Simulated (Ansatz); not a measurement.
Geometry optimisation, RHF/def2-SVP (Ansatz).

Input file:

```yaml
crystal:
  periodic: [false, false, false]
  atoms:
    - { symbol: Ge, position_ang: [0.291853, 0.05923, -0.123712] }
    - { symbol: F, position_ang: [0.079845, -0.053127, 1.551329] }
    - { symbol: H, position_ang: [1.756642, -0.035319, -0.460146] }
    - { symbol: F, position_ang: [-0.330202, 1.53723, -0.660232] }
    - { symbol: F, position_ang: [-0.556484, -1.221065, -0.837129] }
    - { symbol: S, position_ang: [-2.969742, 0.133474, 1.029464] }
    - { symbol: H, position_ang: [-3.178012, -1.135711, 0.679432] }
    - { symbol: H, position_ang: [-2.007498, -0.157511, 1.958195] }
basis:
  gaussian: { orbitals: def2-SVP }
hamiltonian:
  xc: hf
relax:
  f_tol: 0.03
  max_steps: 50
output:
  orbitals: {}
```

Run as:

```bash
$ ansatz run input.yaml --threads 2 --pin off --max-ram 3072MiB --backend cpu --events-out ev --progress --plain --runs-dir out
```

**Question.** Where does it end, and by what steps?

**Answer.** It converged. The force dipped under the threshold on the way, but the program's further checks kept it going. After 11 steps the energy has fallen by 0.143 eV; H8 moved furthest, 0.53 Å.

```
step  energy less start (eV)  largest force component (eV/Å)  accepted
   0                  0.0000                           0.947       yes
   1                 -0.1044                           0.485       yes
   2                 -0.1335                           0.362       yes
   3                 -0.1397                           0.113       yes
   4                 -0.1408                           0.101       yes
   5                 -0.1410                           0.114       yes
   6                 -0.1423                           0.009       yes
   7                 -0.1313                           0.665        no
   8                 -0.1421                           0.204        no
   9                 -0.1428                           0.036       yes
  10                 -0.1428                           0.131       yes
  11                 -0.1432                           0.017       yes
```

```xyz
8
Properties=species:S:1:pos:R:3
Ge 0.473 0.078 -0.206
F 0.282 0.040 1.479
H 1.908 -0.124 -0.606
F -0.132 1.561 -0.750
F -0.529 -1.142 -0.826
S -3.346 0.033 1.225
H -3.100 -1.129 0.614
H -2.471 -0.191 2.207
```

Whether the end is a true minimum wasn't checked by a vibrational analysis.

Time of the run: 10 s on 2 threads of AMD EPYC 9R45 96-Core Processor (Zen 5), with other jobs on the host, peak memory 0.26 GiB.
